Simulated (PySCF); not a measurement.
Electron correlation in V (vanadium, neutral)

[Ar] 3d3 4s2, high-spin 4F determinant. Calculation: PySCF 2.14, in def2-QZVPPD (11s6p5d3f2g, 93 functions); no relativity, point nucleus. Frozen: [Ne]; 13 electrons correlated.

MP2 pair energies summed by pair of shells (mhartree):

```csv
pair,energy,share (%)
3p-3d,-109.29,30.3
3p-3p,-107.50,29.8
3s-3p,-34.55,9.6
4s-4s,-21.59,6.0
3d-3d,-20.16,5.6
3p-4s,-20.09,5.6
3d-4s,-19.90,5.5
3s-3d,-19.36,5.4
3s-3s,-6.45,1.8
3s-4s,-1.34,0.4
```

Total MP2 correlation energy: -360.22 mhartree.

Same-spin part -106.81 and opposite-spin part -253.41 mhartree; SCS-MP2 scales them by 1/3 and 6/5 to -339.70 mhartree.

This basis was not built for core-valence correlation, so the inner-shell part is incomplete.
